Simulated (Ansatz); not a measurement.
Consider the ligand exchange at the Si–N bond: `CN([SiH2]O)[SiH2]Cl` + `O[SiH](Cl)Cl` → `Cl[SiH2]O[SiH](Cl)Cl` + `CN[SiH2]O`.

Calculated with Ansatz (gas phase, PBE0-D4/def2-TZVP geometries, no zero-point term in ΔE). CCSD(T)/CBS is the MP2 limit (def2-TZVPP, def2-QZVPP) plus CCSD(T) − MP2 in def2-TZVPP, frozen cores. This one scheme is used for every species. Functionals use def2-TZVPP. B3LYP here is the variant with VWN-RPA as its local correlation; programs differ in this. Each species was taken in one conformer, which may not be the lowest.

(1) Is it downhill or uphill in electronic energy at CCSD(T)/CBS, and by how much? (An estimate is asked.)

(2) What do these levels give: PBE0-D4, B3LYP-D4, ωB97M-V, B2PLYP, PBE, r2SCAN, PBE0, MP2/def2-TZVPP, HF/def2-QZVPP, HF/CBS(def2), MP2/CBS(def2), CCSD/CBS(def2)? (Estimate.)

Largest T1 diagnostic among the species: 0.011.

Answers

(1) Ansatz gave: Downhill: ΔE = -0.51 eV.

(2) Computed: PBE0-D4 -0.46, B3LYP-D4 -0.53, ωB97M-V -0.49, B2PLYP -0.56, PBE -0.47, r2SCAN -0.50, PBE0 -0.50, MP2/def2-TZVPP -0.48, HF/def2-QZVPP -0.73, HF/CBS(def2) -0.73, MP2/CBS(def2) -0.49, CCSD/CBS(def2) -0.54 eV.

The D4 term adds +0.07 eV with B3LYP and +0.03 eV with PBE0; it sums over pairs of atoms, weighted by their polarisabilities, and B3LYP, whose exchange is more repulsive, gets the larger term. In def2-TZVPP, CCSD(T) changes the Hartree–Fock value by +0.21 eV (the triples alone add +0.04 eV) and MP2 by +0.23 eV.
